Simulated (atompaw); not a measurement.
**Reading a pseudo-wave (beryllium)**

Columns: radius, all-electron u(r) and pseudo u(r) of the 2s shell (level -6.16 eV) of beryllium in the configuration [He] 2s1 2p1; PBE, non-relativistic, PAW (atompaw) scheme, atompaw 4.2.0.5.

```json
{"r (bohr)": "0.115", "all-electron": "0.2152", "pseudo": "-0.0329"}
{"r (bohr)": "0.231", "all-electron": "0.2561", "pseudo": "-0.0662"}
{"r (bohr)": "0.346", "all-electron": "0.2086", "pseudo": "-0.0995"}
{"r (bohr)": "0.462", "all-electron": "0.1190", "pseudo": "-0.1334"}
{"r (bohr)": "0.577", "all-electron": "0.0144", "pseudo": "-0.1675"}
{"r (bohr)": "0.692", "all-electron": "-0.0920", "pseudo": "-0.2021"}
{"r (bohr)": "0.808", "all-electron": "-0.1934", "pseudo": "-0.2374"}
{"r (bohr)": "0.923", "all-electron": "-0.2843", "pseudo": "-0.2729"}
{"r (bohr)": "1.038", "all-electron": "-0.3637", "pseudo": "-0.3086"}
{"r (bohr)": "1.154", "all-electron": "-0.4323", "pseudo": "-0.3448"}
{"r (bohr)": "1.269", "all-electron": "-0.4896", "pseudo": "-0.3803"}
{"r (bohr)": "1.385", "all-electron": "-0.5371", "pseudo": "-0.4156"}
{"r (bohr)": "1.500", "all-electron": "-0.5744", "pseudo": "-0.4494"}
{"r (bohr)": "1.615", "all-electron": "-0.6024", "pseudo": "-0.4815"}
{"r (bohr)": "1.731", "all-electron": "-0.6224", "pseudo": "-0.5115"}
{"r (bohr)": "1.846", "all-electron": "-0.6348", "pseudo": "-0.5380"}
{"r (bohr)": "1.962", "all-electron": "-0.6407", "pseudo": "-0.5608"}
{"r (bohr)": "2.077", "all-electron": "-0.6409", "pseudo": "-0.5786"}
{"r (bohr)": "2.192", "all-electron": "-0.6364", "pseudo": "-0.5910"}
{"r (bohr)": "2.308", "all-electron": "-0.6277", "pseudo": "-0.5976"}
{"r (bohr)": "2.423", "all-electron": "-0.6158", "pseudo": "-0.5978"}
{"r (bohr)": "2.538", "all-electron": "-0.6011", "pseudo": "-0.5920"}
{"r (bohr)": "2.654", "all-electron": "-0.5841", "pseudo": "-0.5805"}
{"r (bohr)": "2.769", "all-electron": "-0.5655", "pseudo": "-0.5646"}
{"r (bohr)": "2.885", "all-electron": "-0.5454", "pseudo": "-0.5454"}
{"r (bohr)": "3.000", "all-electron": "-0.5247", "pseudo": "-0.5247"}
```

Question: How many radial nodes do the two functions have?

Answer: The all-electron 2s function has n − l − 1 = 1; the pseudo-wave has 0, since the states of the same l below it are removed with the core.

Question: Is the pseudo-wave norm-conserving?

Answer: No, it belongs to a PAW set: the norm inside the radius is not constrained, and the difference is carried by the augmentation charge.
